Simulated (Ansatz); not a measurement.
Reaction (formal exchange of groups at the Si–Si bond): `O[Si]([SiH3])(Cl)Cl` + `C#CC(=C)O` → `C#CC(=C)[SiH3]` + `O[Si](O)(Cl)Cl`

Calculated with Ansatz (gas phase, PBE0-D4/def2-TZVP geometries, no zero-point term in ΔE). CCSD(T)/CBS adds triple-zeta CCSD(T) − MP2 to the extrapolated MP2 energy (def2 sets, frozen cores). DFT in def2-TZVPP. B3LYP here is the variant with VWN-RPA as its local correlation; programs differ in this. Each species was taken in one conformer, which may not be the lowest.

```
         level  ΔE (kcal/mol)
       ωB97X-V          -39.3
        B2PLYP          -41.6
           PBE          -33.4
         B3LYP          -38.9
 HF/def2-TZVPP          -45.5
MP2/def2-QZVPP          -45.3
  HF/CBS(def2)          -45.9
 MP2/CBS(def2)          -45.2
```

(1) What does CCSD(T)/CBS give? (Best estimate.)

Largest T1 diagnostic among the species: 0.013.

## Answers

(1) Ansatz gave: -42.4 kcal/mol. The listed levels differ from it by 3.1, 0.8, 9.0, 3.5, -3.1, -2.9, -3.5, -2.8 kcal/mol.

From PBE to PBE0 (25 % exact exchange), in def2-TZVPP and without D4, ΔE moves by −3.2 kcal/mol.
